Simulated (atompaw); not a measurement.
Au (Z = 79): one change to a PAW (atompaw) potential, before and after

gold, PAW, made with atompaw 4.2.0.5 (LDA (PW92), scalar-relativistic). Core [Kr] 4d10 4f14, reference 5s2 5p6 5d10 6s0 6p1. Waves: 5s (bound); 6s (bound, empty); 5p (bound); 6p (bound); 5d (bound); 5d channel at 2 Ry. Local part: troulliermartins scheme with l = 3 at 0 Ry, radius 1.80 bohr. Core correction: smooth core density matched at 1.15 bohr. Augmentation charge: sinc compensation charge, radius 1.80 bohr; PAW radius 2.10 bohr; waves and projectors: bloechl.

All-electron outer shells of the reference configuration (LDA (PW92), scalar-relativistic, ld1.x):

```csv
shell,level (eV),outermost node (bohr),outermost maximum (bohr)
4d,-327.99,0.20,0.41
5s,-110.92,0.48,0.84
4f,-83.71,–,0.37
5p,-62.23,0.52,0.96
5d,-9.19,0.56,1.21
6s,-7.65,1.11,2.27
6p,-2.01,1.32,3.34
```

Change: wave 5d channel at 2 Ry becomes 5d channel at -0.08 Ry.

Cutoffs: the cutoffs (Ry, on a coarse ladder) from which the occupation-weighted sum of valence levels, in a spherical-Bessel basis at the reference potential, stays within 10 and 1 mRy of its value at 400 Ry; they do not see the model core or the augmentation charge, which bear on the density cutoff.

Question: What does the change do?

Answer: The potential gets neither clearly harder nor softer (70 Ry and 100 Ry → 70 Ry and 100 Ry); the p channel sets the loose cutoff, while the largest relative change is in d, which becomes softer; the range in which the d phases agree narrows (upper end at the end of the scan → 1.6); neither file shows a bound ghost.

| quantity | base | changed |
| --- | --- | --- |
| cutoff, loose | 70 Ry | 70 Ry |
| cutoff, tight | 100 Ry | 100 Ry |
| loose cutoff by channel (10 mRy a level) | s 35 Ry, p 40 Ry, d 45 Ry | s 35 Ry, p 40 Ry, d 35 Ry |
| bound ghosts | none | none |
| s: phases at 2.10 bohr within 0.05 rad from the reference energy up to (Ry; the scan ends near 5) | 4.4 | 4.4 |
| p: phases at 2.10 bohr within 0.05 rad from the reference energy up to (Ry; the scan ends near 5) | to the end of the scan | to the end of the scan |
| d: phases at 2.10 bohr within 0.05 rad from the reference energy up to (Ry; the scan ends near 5) | to the end of the scan | 1.6 |
| lowest overlap eigenvalue by channel | s 0.36, p 0.62, d 0.81 | s 0.36, p 0.62, d 0.01 |

 The cutoffs see the waves, projectors and local potential, not the compensation charge or the core.
